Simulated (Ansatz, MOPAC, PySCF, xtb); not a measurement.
Pair of molecules: SiH4 (SMILES [SiH4]) (first 5 atoms) with C3H4 (SMILES C=C=C); geometry from B3LYP-D3(BJ)/def2-TZVP, rigid monomers moved along the line of their centres of mass till Si1···C6 is 4.15 Å.
(charge 0, multiplicity 1):
```xyz
12

Si    -0.114     0.346     0.252
H      1.228     0.621     0.809
H     -0.015     0.247    -1.224
H     -1.040     1.446     0.601
H     -0.627    -0.933     0.787
C     -0.395     0.861     4.355
C      0.111    -0.337     4.370
C      0.616    -1.534     4.371
H      0.232     1.734     4.213
H     -1.458     1.026     4.483
H      0.707    -2.103     3.454
H      0.960    -2.000     5.287
```

Monomers are frozen at their geometry in the pair; levels with a basis set take the counterpoise correction.

Correlated levels freeze the cores. The state reached by AM1, PM3, PM6 isn't checked.

Codes used: Ansatz (Gaussian orbitals); MOPAC for AM1, PM3, PM6 (differences of heats of formation); PySCF for the dispersion terms; xtb for the GFN methods. Values without a source in brackets are computed.

```tsv
level	interaction energy (kcal/mol)
GFN-FF	-0.90
AM1	0.04
PM3	0.36
PM6	-0.27
PBE/def2-TZVPPD	-0.55
r2SCAN/def2-TZVPPD	-0.81
r2SCAN-D3(BJ)/def2-TZVPPD	-1.33
wB97X-V/def2-TZVPPD	?
CCSD/aug-cc-pV(D+d)Z	?
```

Problem. Fill in the missing entries.

Solution. 
- wB97X-V/def2-TZVPPD, interaction energy (kcal/mol): -1.28
- CCSD/aug-cc-pV(D+d)Z, interaction energy (kcal/mol): -0.97

Ansatz is an electronic-structure program.
